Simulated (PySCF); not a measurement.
Method used: delta-SCF UKS SCAN, pcX-2 on the ionised atom, pcseg-1 elsewhere, spin-free X2C in PySCF. Geometries: PBE0-D3(BJ)/def2-SVP; isolated species, one conformer each. Kα1 is taken as the energy difference of the 1s-hole and 2p3/2-hole states at the ground state's geometry. The 2p values aren't plain energy differences: one relaxed spin-free 2p hole is combined with a matrix within the shell (ground-state 2p orbital-energy differences and spin–orbit coupling). 2p3/2, the mean of its two sublevels, lies a third of the splitting below the shell's mean and 2p1/2 two thirds above it; the statistical areas are 2:1.

```csv
site,Si 2p3/2 (eV)
silicon in `[SiH3][CH2][GeH2][CH2][GeH3]`,106.55
silicon in `NC[SiH]1OCCO1`,107.37
silicon in `C1[C@H](C#N)[Si@@](C1)(C)SC`,106.79
```

Q: What are the Si 1s binding energies, and the Kα1 emission energies that follow?

A: 
| site | bonded to | 1s (eV) | 2p3/2 (eV) | Kα1 = 1s − 2p3/2 (eV) |
| --- | --- | --- | --- | --- |
| silicon in `[SiH3][CH2][GeH2][CH2][GeH3]` | C and 3 H | 1846.32 | 106.55 | 1739.77 |
| silicon in `C1[C@H](C#N)[Si@@](C1)(C)SC` | S and 3 C | 1846.64 | 106.79 | 1739.85 |
| silicon in `NC[SiH]1OCCO1` | 2 O, C and H | 1847.34 | 107.37 | 1739.97 |

Ranges: 1s 1.02 eV, 2p3/2 0.82 eV, Kα1 0.20 eV.
